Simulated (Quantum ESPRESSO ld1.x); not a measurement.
Values are calculated unless marked as measured or tabulated.
All-electron atom: Er LII in [Ne] 3s2 3p5 (the NIST ground configuration). Code: ld1.x of Quantum ESPRESSO 7.5. Model: scalar-relativistic Kohn-Sham, revPBE, spin-unpolarised, spherical densities, point nucleus.

Unscreened Slater integrals over Kohn-Sham orbitals (cm^-1).

F0(3p,3p): 966270
F2(3p,3p): 483820
F0(3p,3s): 953710
G1(3p,3s): 617370
F0(3p,2p): 1278400
F2(3p,2p): 329160
G0(3p,2p): 131500
G2(3p,2p): 145560
F0(3p,2s): 1243100
G1(3p,2s): 104010
F0(3p,1s): 1481900
G1(3p,1s): 162500
F0(3s,3s): 944110
F0(3s,2p): 1235300
G1(3s,2p): 128930
F0(3s,2s): 1211700
G0(3s,2s): 103830
F0(3s,1s): 1424600
G0(3s,1s): 75301
F0(2p,2p): 2637200
F2(2p,2p): 1249800
F0(2p,2s): 2442300
G1(2p,2s): 1394900
F0(2p,1s): 3591800
G1(2p,1s): 685640
F0(2s,2s): 2319800
F0(2s,1s): 3282800
G0(2s,1s): 334530
F0(1s,1s): 1.0222e+07

Derived for the open shells (J is the average intra-shell exchange parameter used in DFT+U). 3p: J = F2/5 = 96760 cm^-1.
